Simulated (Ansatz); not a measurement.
An input meant for MnO3F (charge 0, singlet).

```yaml
crystal:
  periodic: [false, false, false]
  atoms:
    - {symbol: Mn, position_ang: [0.022028, 0.038001, 0.015834]}
    - {symbol: O, position_ang: [0.018727, -0.002277, 1.562223]}
    - {symbol: O, position_ang: [1.472238, 0.023489, -0.522344]}
    - {symbol: O, position_ang: [-0.731448, 1.289086, -0.494082]}
    - {symbol: F, position_ang: [-0.781544, -1.348298, -0.561632]}
basis:
  gaussian: {orbitals: 6-31G}
hamiltonian: {xc: {name: wB97M-V}, dispersion: d2}
correlation: {electrons: outside_noble_gas}
scf: {omitted_lower_state_checks: [starts]}
```

```sh
$ ansatz run in.yaml --threads 4 --pin off --events-out ev --progress --plain --max-ram 3916MiB
```

Shortened log:

```
Error: YAML parse error: error: line 11 column 48: hamiltonian.dispersion: `d2` is not `none`, `rvv10`, `d3bj`, `d3bjatm`, `d4` or a map `{method: …, s8: …, a1: …, a2_bohr: …}` (numbers without units, a2 in bohr) or `{method: …, functional: …}`
 9 | basis:
10 |   gaussian: {orbitals: 6-31G}
11 | hamiltonian: {xc: {name: wB97M-V}, dispersion: d2}
12 | correlation: {electrons: outside_noble_gas}
13 | scf: {omitted_lower_state_checks: [starts]}
```

In this input the program holds no damping parameters for this pairing of functional and dispersion term, so they'd have to be typed. The input was rejected before any iteration.
